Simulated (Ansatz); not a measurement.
# Ligand exchange: how K changes with temperature for HBr + GaH2(OH) ⇌ H2O + GaH2Br

Gas-phase species: HBr, singlet; GaH2(OH), singlet; H2O (water) `O`, singlet; GaH2Br `[GaH2][Br]`, singlet. The partners trade Br for OH: H–Br and Ga–OH bonds give way to H–OH and Ga–Br.

The electronic reaction energy at CCSD(T)/def2-TZVPP is -67.8 kJ/mol. Shapes: PBE0-D4/def2-TZVP. Programs: Ansatz 0.2.0. Enthalpy and entropy come from rigid-rotor, harmonic-oscillator sums on unscaled PBE0-D4/def2-TZVP wavenumbers, ideal gases at 1 bar. Symmetry numbers: HBr 1, GaH2(OH) 1, H2O 2, GaH2Br 2. R = 8.3145 J/(mol K).

| T (K) | ΔH (kJ/mol) | ΔS (J/(mol K)) |
| --- | --- | --- |
| 300 | -59.6 | +3.1 |
| 500 | -60.2 | +1.7 |
| 700 | ? | ? |

Question: Work out ln K at 300 and 500 K, and from these estimate it at 700 K.

Answer: 
1. 300 K: ΔG = -59.6 − 300 × (+3.1)/1000 = -60.5 kJ/mol; ln K = −ΔG/RT = +24.25.
2. 500 K: ΔG = -60.2 − 500 × (+1.7)/1000 = -61.1 kJ/mol; ln K = −ΔG/RT = +14.70.
3. Slope against 1000/T: (+14.70 − (+24.25))/(2.0000 − 3.3333) = +7.16, that is −ΔH/R with ΔH near -60 kJ/mol.
4. 700 K: ln K = +24.25 + (+7.16) × (1.4286 − 3.3333) = +10.61.

The full sums give ΔH = -61.3 kJ/mol, ΔS = -0.2 J/(mol K), ΔG = -61.2 kJ/mol and ln K = +10.52 at 700 K, so the line is off by +0.09 in ln K; without rounding the miss is +0.06, from the change of ΔH with temperature. The products are favoured over this whole range. An error of 10 kJ/mol in the energy moves ln K by 1.7 at 700 K. Other reactions of these species are left aside. Relativity is left out for Br, Ga. Outer-core shells of Br, Ga are correlated, in sets that cover them unevenly.
